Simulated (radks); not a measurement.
The numbers below are computed, except where a source is named.
Mo+, configuration [Kr] 4d5. Code: a radial shooting solver on a logarithmic mesh with Libxc functionals. Model: non-relativistic Kohn-Sham, Tao-Mo meta-GGA, spin-polarised, spherical densities, point nucleus; open shells are filled with parallel spins first (spin-orbit coupling, left out, can overturn this in heavy ions); meta-GGA in the generalised Kohn-Sham scheme; relativity is left out, which matters for an element this heavy.

Normalised radial functions P(r) = r R(r), r in bohr:

```
   r/bohr * 3d down, o 4p up, + 4d up (the largest magnitude, 1.52, reaches the edge; | marks zero, & curves that meet)
 0.001801                             &
  0.00273                             &
 0.004105                             &
 0.006223                             &
 0.009358                             &
  0.01419                             &o
  0.02133                             & o
  0.03234                             +* o
  0.04863                             + *  o
  0.07372                             |+   *o
   0.1109                             |  + o    *
    0.168                            o|    +            *
   0.2527                     o       |     +                   *
   0.3831                     o       |    +                     *
   0.5761                           + |  o              *
   0.8733                   +         |      *        o
    1.313               +             |*               o
    1.991                  +          *       o
    2.994                       +     * o
    4.538                           + &
    6.824                             &
```

3d down: eigenvalue -229.84 eV, 0 radial nodes, <r> = 0.414 bohr, 90 % of the charge inside 0.661 bohr. 4p up: eigenvalue -45.430 eV, 2 radial nodes at r = 0.163, 0.531 bohr, <r> = 1.26 bohr, 90 % of the charge inside 1.87 bohr. 4d up: eigenvalue -11.442 eV, 1 radial node at r = 0.527 bohr, <r> = 1.84 bohr, 90 % of the charge inside 2.96 bohr.
